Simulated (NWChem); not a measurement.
H2SeO; SMILES O[SeH]

```xyz
4

Se     0.0455    -0.3597    -0.0165
H     -1.4172    -0.5504     0.1076
O      0.0315     1.4473    -0.0965
H      0.1223     1.7549     0.8143
```
Atoms are numbered in this order, from 1.

Program: NWChem. Geometry optimised at PBE0/def2-SVP; all other runs use it. This build's default masses of Se (78.918 u) and Br (79.917 u) are each other's, which moves their modes by up to 0.6 %.

| quantity | level | value |
|---|---|---|
| vertical, lowest state with f > 0.02, singlet (eV) | B3LYP/def2-SVPD, TDA | 5.36 |
| vertical ionisation energy, ΔSCF (eV) | B3LYP/def2-TZVP | [?] |
| isotropic polarisability (bohr³) at 589 nm | PBE0/aug-cc-pVDZ | 35.3 |
| orbital gap (eV) | TPSS/def2-SVP | [?] |
| dipole (D) | PBE0/def2-SVP | 1.71 |
| highest harmonic frequency (cm⁻¹) | PBE0/def2-SVP | [?] |

Task: What belongs in the gaps?

Result: 
- vertical ionisation energy, ΔSCF (eV), value: 9.56
- orbital gap (eV), value: 3.78
- highest harmonic frequency (cm⁻¹), value: 3859
